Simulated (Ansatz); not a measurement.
Reactions of C$_{2}$H$_{6}$S$_{2}$ (`CSSC`).

Program: Ansatz. Geometries: PBE0-D4/def2-TZVP. ΔE: electronic, gas phase. CCSD(T)/CBS adds triple-zeta CCSD(T) − MP2 to the extrapolated MP2 energy (def2 sets, frozen cores). This one scheme is used for every species, atoms too. Functionals use def2-TZVPP. Open shells (•) are unrestricted, without spin–orbit coupling. Spin–orbit coupling would lower the free atoms: a little for Cl, F. For As, Mg, Se outer-core shells are correlated without core-valence functions, so the limit isn't a true one: a few kJ/mol of doubt a bond, and 10 to 20 or more in all where bonds break to atoms. Scalar relativity is left out up to krypton. One conformer a species, not always the lowest.

```json
{"reaction": "`CSSC` + Cl• → `[CH2]SSC`• + HCl", "CCSD(T)/CBS(def2) (kJ/mol)": "?"}
{"reaction": "`CSSC` + `N=C=[Se]` → `CN=C=[Se]` + `CSS`", "CCSD(T)/CBS(def2) (kJ/mol)": "16"}
{"reaction": "`CSSC` + `CCCO` → `CCCOC` + `CSS`", "CCSD(T)/CBS(def2) (kJ/mol)": "42"}
{"reaction": "`CSSC` + F• → `[CH2]SSC`• + H–F", "CCSD(T)/CBS(def2) (kJ/mol)": "-163"}
{"reaction": "`CSSC` + `[SiH3]N[AsH2]` → `C[AsH]N[SiH3]` + `CSS`", "CCSD(T)/CBS(def2) (kJ/mol)": "?"}
{"reaction": "`CSSC` + `[SiH3][O][Mg][SH]` → `C[S][Mg][O][SiH3]` + `CSS`", "CCSD(T)/CBS(def2) (kJ/mol)": "35"}
```

Q: Fill in the missing values. (Best estimate.)

A: Computed: `CSSC` + Cl• → `[CH2]SSC`• + HCl: -17.3 kJ/mol; `CSSC` + `[SiH3]N[AsH2]` → `C[AsH]N[SiH3]` + `CSS`: -21.3 kJ/mol.

Largest T1 diagnostic: 0.018, for `[CH2]SSC`•.
